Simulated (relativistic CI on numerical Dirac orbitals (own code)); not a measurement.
# Hyperfine structure of Nb XXV, mass number 93

Method of calculation: Dirac-Coulomb-Breit CI, orbitals from a KLI potential per configuration, QED by a radiative potential, unscaled Slater integrals (own radial code, finite nucleus).

Configuration list (outside the closed core [Ne]): 3s2.3p5, 3s.3p6, 3s2.3p4.3d, 3s.3p5.3d, 3p6.3d, 3s.3p4.3d2, 3s2.3p3.3d.4p, 3p6.4s, 3s2.3p4.4s, 3s.3p4.3d.4s, 3p6.4p, 3s2.3p4.4p, 3s2.3p3.3d2, 3s2.3p2.3d3, 3s.3p3.3d3, 3s2.3p2.3d2.4s, 3s2.3p2.3d2.4p. Double excitations out of closed p, d and f shells are left out; levels of such configurations are missing from the list, as are those of other unlisted configurations, and high levels can miss mixing partners.

Nuclear spin I = 9/2, μ = 6.163 μN, Q = -0.32 b (tables of Stone and Pyykkö). The electronic factors are computed for point nuclear moments, without core polarisation or the Bohr-Weisskopf and QED corrections.

| Level | E (cm⁻¹) | A (GHz) | B (GHz) |
| --- | --- | --- | --- |
| 3s2.3p5 2P°_3/2 | 0 | 34.32 | 14.8 |
| 3s2.3p5 2P°_1/2 | 166173 | 195 |  |
| 3s.3p6 2S_1/2 | 744090 | 447.9 |  |
| 3s2.3p4.3d 4D_3/2 | 855844 | 30.02 | 5.2 |
| 3s2.3p4.3d 4D_5/2 | 856849 | 23.62 | 2.2 |
| 3s2.3p4.3d 4D_7/2 | 874942 | 18.86 | -0.251 |
| 3s2.3p4.3d 4F_9/2 | 918704 | 19.13 | -8.6 |
| 3s2.3p4.3d 4P_1/2 | 975385 | 71.83 |  |

Levels with J = 0, under 50 % of one LS term, or S terms without an open s electron are left out. Small factors come from cancelling terms and can be off by tens of per cent or more.

At this charge energies of transitions that change n are usually good to better than 1 %, and those within a shell (Δn = 0) to a few per cent.

Question: Give the hyperfine levels of 3s2.3p5 2P°_1/2 relative to its centre of gravity.

Answer: With K = F(F + 1) − I(I + 1) − J(J + 1), E = AK/2: F = 4: -536.2, F = 5: 438.7 GHz.

LS names give the leading component of a level, which can be under half, so a name can repeat, a term be missing and a line seem to break the LS rules.
